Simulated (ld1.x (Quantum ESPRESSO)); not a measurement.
# What the settings do to the PAW potential of Mn (Z = 25)

Base potential:

Mn, PAW, made with ld1.x (Quantum ESPRESSO) 7.5 (PW91, scalar-relativistic). Core [Ar], reference 3d5.5 4s1.5 4p0. Waves: 4s (bound): rcut 1.90, rcutus 2.20 bohr; 4s channel at 1.85 Ry: rcut 1.90, rcutus 2.20 bohr; 4p (bound, empty): rcut 2.30, rcutus 2.45 bohr; 4p channel at 0.3 Ry: rcut 2.30, rcutus 2.45 bohr; 3d (bound): rcut 1.45, rcutus 1.90 bohr; 3d channel at 0.35 Ry: rcut 1.45, rcutus 1.90 bohr; 4f channel at 0.5 Ry: rcut 1.95, rcutus 2.05 bohr; 4f channel at 1.15 Ry: rcut 1.95, rcutus 2.05 bohr. Local part: all-electron potential smoothed inside 2.10 bohr (lloc = -1). Core correction: Bessel-smoothed model core inside 1.80 bohr. Augmentation charge: PSQ, radius 1.35 bohr.

Cutoffs, loose and tight: the cutoffs (Ry, on a coarse ladder) from which the occupation-weighted sum of valence levels, in a spherical-Bessel basis at the reference potential, stays within 10 and 1 mRy of its value at 400 Ry. They do not see the model core or the augmentation charge, which bear on the density cutoff. Test errors are all-electron minus pseudo excitation energies from the reference, over the configurations 3d5 4s2 4p0; 3d5 4s1 4p0; 3d5 4s0 4p0; 3d6 4s0 4p0; 3d4 4s2 4p0; 3d3 4s0 4p0; 3d4 4s0 4p0. A dash means not determined; rows that change the core or the reference have their own tests.

A true bound ghost makes a file unfit for plane-wave use even where its test errors are small: the radial tests pick states by their node count and pass the ghost by.

| change | outcome | cutoff, loose | cutoff, tight | bound ghosts | largest test error (meV) |
| --- | --- | --- | --- | --- | --- |
| base | generated | 30 Ry | 45 Ry | none | -2519 |
| waves 4f channel at 0.5 Ry: rcut 1.95, rcutus 2.66 bohr; 4f channel at 1.15 Ry: rcut 1.95, rcutus 2.66 bohr | generated | 30 Ry | 45 Ry | none | -2519 |
| local potential all-electron potential smoothed inside 2.20 bohr (lloc = -2) | generated | 30 Ry | 45 Ry | none | -2531 |
| augmentation BG, radius 1.50 bohr | generated | 30 Ry | 45 Ry | none | -2479 |
| functional PBEsol; added wave 4f channel at 0.5 Ry: rc 2.05 bohr; removed wave 4f channel at 0.5 Ry: rcut 1.95, rcutus 2.05 bohr; removed wave 4f channel at 1.15 Ry: rcut 1.95, rcutus 2.05 bohr | failed: invmat: error in DGETRF | – | – | – | – |

Question: What comes out with this change to the base: waves 4p (bound): rcut 1.90, rcutus 2.02 bohr; 4p channel at 0.3 Ry: rcut 1.90, rcutus 2.02 bohr?

Answer: outcome: generated; cutoff, loose: 30 Ry; cutoff, tight: 45 Ry; bound ghosts: p; largest test error (meV): -2519.

Question: What comes out with this change to the base: type TM semilocal; waves now 4s (bound): rc 2.20 bohr; 4p (bound): rc 2.45 bohr; 3d (bound): rc 1.90 bohr; 4f channel at 0.5 Ry: rc 2.05 bohr; local potential the f channel?

Answer: outcome: generated; cutoff, loose: 70 Ry; cutoff, tight: 110 Ry; bound ghosts: none; largest test error (meV): -1383.
